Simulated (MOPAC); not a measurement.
MOPAC input (PM7):

```
PM7 PRECISE GNORM=0.05 LET XYZ UHF MS=0.5 GEO-OK AUX(PRECISION=9) THREADS=1
BaF

Ba   -0.00000000 1   -0.00000000 1   -0.30023527 1
F     0.00000000 1    0.00000000 1    1.86813054 1
```

Output:

```
 *******************************************************************************
 **                                                                           **
 **                              MOPAC v23.2.5                                **
 **                                                                           **
 *******************************************************************************
 ** MOPAC's Digital Object Identifier: https://doi.org/10.5281/zenodo.6511958 **
 **                                                                           **
 ** Please cite the open-source release paper for use of this MOPAC version:  **
 ** J. E. Moussa and J. J. P. Stewart (2026)                                  **
 ** MOPAC: An open-source semiempirical molecular orbital program             **
 ** J. Open Source Softw., 11(119), 8025, https://doi.org/10.21105/joss.08025 **
 *******************************************************************************

                              PM7 CALCULATION RESULTS

 *******************************************************************************
 *  PM7        - The PM7 Hamiltonian to be used
 *  GEO-OK     - OVERRIDE INTERATOMIC DISTANCE AND OTHER SAFETY CHECKS
 *  UHF        - UNRESTRICTED HARTREE-FOCK CALCULATION
 *  MS=        - IN MECI, MAGNETIC COMPONENT OF SPIN =  0.5
 *  LET        - OVERRIDE SOME SAFETY CHECKS
 *  PRECISE    - TIGHTER CRITERIA TO BE USED
 *  XYZ        - CARTESIAN COORDINATE SYSTEM TO BE USED
 *  GNORM      - EXIT WHEN GRADIENT NORM DROPS BELOW 0.050
 *  AUX        - OUTPUT AUXILIARY INFORMATION
 *******************************************************************************
PM7 PRECISE GNORM=0.05 LET XYZ UHF MS=0.5 GEO-OK AUX(PRECISION=9) THREADS=1
 BaF

   ATOM   CHEMICAL          X               Y               Z
  NUMBER   SYMBOL      (ANGSTROMS)     (ANGSTROMS)     (ANGSTROMS)

     1      Ba         -0.00000000  *  -0.00000000  *  -0.30023527  *
     2       F          0.00000000  *   0.00000000  *   1.86813054  *

          CARTESIAN COORDINATES

    NO.       ATOM           X           Y           Z

     1        Ba         -0.0000     -0.0000     -0.3002
     2         F          0.0000      0.0000      1.8681

 General Reference for PM7:
 "Optimization of Parameters for Semiempirical Methods VI: More Modifications to the
 NDDO Approximations and Re-optimization of Parameters", J. J. P. Stewart, J. Mol. Mod., 1:32, 19 (2013)
 https://link.springer.com/article/10.1007/s00894-012-1667-x

           Empirical Formula: Ba F  =     2 atoms

      MOLECULAR POINT GROUP   :   C*v

          UHF CALCULATION, NO. OF ALPHA ELECTRONS =    5
                           NO. OF BETA  ELECTRONS =    4

          Geometry optimization using EF

          DIAGONAL MATRIX USED AS START HESSIAN

 CYCLE:     1  GRAD.:    52.856 HEAT: -62.33591
 CYCLE:     2  GRAD.:    29.493 HEAT: -63.19287
 CYCLE:     3  GRAD.:     9.780 HEAT: -64.64983
 CYCLE:     4  GRAD.:     3.510 HEAT: -64.76883
 CYCLE:     5  GRAD.:     0.259 HEAT: -64.78397
 CYCLE:     6  GRAD.:     0.002 HEAT: -64.78405

     GRADIENT =  0.00210 IS LESS THAN CUTOFF =  0.05000

 -------------------------------------------------------------------------------
 PM7 PRECISE GNORM=0.05 LET XYZ UHF MS=0.5 GEO-OK AUX(PRECISION=9) THREADS=1
 BaF

     GEOMETRY OPTIMISED USING EIGENVECTOR FOLLOWING (EF).
     SCF FIELD WAS ACHIEVED

                              PM7 CALCULATION
                                                       MOPAC v23.2.5 Linux

          FINAL HEAT OF FORMATION =        -64.78405 KCAL/MOL =    -271.05648 KJ/MOL

          COSMO AREA              =        153.48 SQUARE ANGSTROMS
          COSMO VOLUME            =        177.49 CUBIC ANGSTROMS

          GRADIENT NORM           =          0.00210          =       0.00149 PER ATOM
          IONIZATION POTENTIAL    =          6.495154 EV
          ALPHA SOMO LUMO (EV)    =         -6.495 14.424
          BETA  SOMO LUMO (EV)    =        -10.121  4.636
          NO. OF ALPHA ELECTRONS  =          5
          NO. OF BETA  ELECTRONS  =          4
          MOLECULAR WEIGHT        =        156.3284         POINT GROUP:  C*v

          MOLECULAR DIMENSIONS (Angstroms)

            Atom       Atom       Distance
            F     2   Ba     1     2.31201
            F     2   Ba     1     0.00000
           Ba     1    F     2     0.00000

          SCF CALCULATIONS        =          7

   ATOM   CHEMICAL          X               Y               Z
  NUMBER   SYMBOL      (ANGSTROMS)     (ANGSTROMS)     (ANGSTROMS)

     1      Ba          0.00000000  *   0.00000000  *  -0.37205932  *
     2       F          0.00000000  *   0.00000000  *   1.93995459  *

                             CARTESIAN COORDINATES

   1   Ba        0.000000000     0.000000000    -0.372059321
   2    F        0.000000000     0.000000000     1.939954591

           Empirical Formula: Ba F  =     2 atoms

      MOLECULAR POINT GROUP   :   C*v

          ALPHA EIGENVALUES
 -31.56243 -10.30990 -10.10452 -10.10452  -6.49515  14.42387  14.42387  16.11285

           BETA EIGENVALUES
 -31.52691 -10.27201 -10.12088 -10.12088   4.63554  15.28196  15.28196  16.39905

              NET ATOMIC CHARGES AND DIPOLE CONTRIBUTIONS

  ATOM NO.   TYPE          CHARGE      No. of ELECS.   s-Pop       p-Pop
    1         Ba           0.954210        1.0458     0.81619     0.22960
    2          F          -0.954210        7.9542     1.98546     5.96875
 DIPOLE           X         Y         Z       TOTAL
 POINT-CHG.    -0.000    -0.000   -10.597    10.597
 HYBRID        -0.000    -0.000     3.885     3.885
 SUM           -0.000    -0.000    -6.712     6.712

          ATOMIC ORBITAL ELECTRON POPULATIONS

     Atom    s        px        py        pz
    1 Ba   0.81619   0.00085   0.00085   0.22791
    2  F   1.98546   1.99915   1.99915   1.97044

                    (SZ)    =    0.500000
                    (S**2)  =    0.751332

          ATOMIC ORBITAL SPIN POPULATIONS

    Atom   Total    s     px     py     pz
         Atomic
    1 Ba  0.9817  0.768  0.000  0.000  0.213
    2  F  0.0183  0.003 -0.000 -0.000  0.016

 **********************
 *                    *
 * JOB ENDED NORMALLY *
 *                    *
 **********************

 == MOPAC DONE ==
```
